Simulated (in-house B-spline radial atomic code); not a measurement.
Ionisation energies with and without relativity, with size and susceptibility from the Dirac run. Dirac energy differences include first-order Breit, QED and recoil terms. NIST's values go from ground level to ground level; the uncertainty of those that are theory runs from under 0.1 % in few-electron ions to several per cent in heavy many-electron ones. Computed with a radial B-spline atomic code at the basis-set limit: non-relativistic Hartree-Fock and Dirac-Hartree-Fock, averages of the configuration (point nuclei without relativity, finite nuclei with it).

| ion | configuration | configuration after | ionisation non-relativistic (eV) | ionisation Dirac Breit and QED (eV) | tabulated value (eV) | tabulated kind | radius at density 0.001 (bohr) | diamagnetic susceptibility (10⁻⁶ cm³/mol) |
| --- | --- | --- | --- | --- | --- | --- | --- | --- |
| Mg | [Ne] 3s2 | [Ne] 3s1 | 6.608 | 6.617 | 7.646236 | measured | 4.586 | -23.389 |
| Al | [Ne] 3s2 3p1 | [Ne] 3s2 | 5.498 | 5.489 | 5.985769 | measured | 4.599 | -26.474 |
| Si | [Ne] 3s2 3p2 | [Ne] 3s2 3p1 | ? | ? | ? | measured | ? | ? |
| P | [Ne] 3s2 3p3 | [Ne] 3s2 3p2 | ? | ? | ? | measured | ? | ? |
| S | [Ne] 3s2 3p4 | [Ne] 3s2 3p3 | 10.694 | 10.678 | 10.36001 | measured | 4.075 | -23.21 |
| Cl | [Ne] 3s2 3p5 | [Ne] 3s2 3p4 | 12.670 | 12.651 | 12.96763 | measured | 3.888 | -21.84 |
| Ar | [Ne] 3s2 3p6 | [Ne] 3s2 3p5 | 14.775 | 14.753 | 15.75961 | measured | 3.716 | -20.571 |

Problem. Fill in the row of Si.

Solution. ionisation non-relativistic (eV): 7.115; ionisation Dirac Breit and QED (eV): 7.104; tabulated value (eV): 8.15168; radius at density 0.001 (bohr): 4.464; diamagnetic susceptibility (10⁻⁶ cm³/mol): -25.921.

Problem. Fill in the row of P.

Solution. ionisation non-relativistic (eV): 8.844; ionisation Dirac Breit and QED (eV): 8.830; tabulated value (eV): 10.48669; radius at density 0.001 (bohr): 4.272; diamagnetic susceptibility (10⁻⁶ cm³/mol): -24.629.
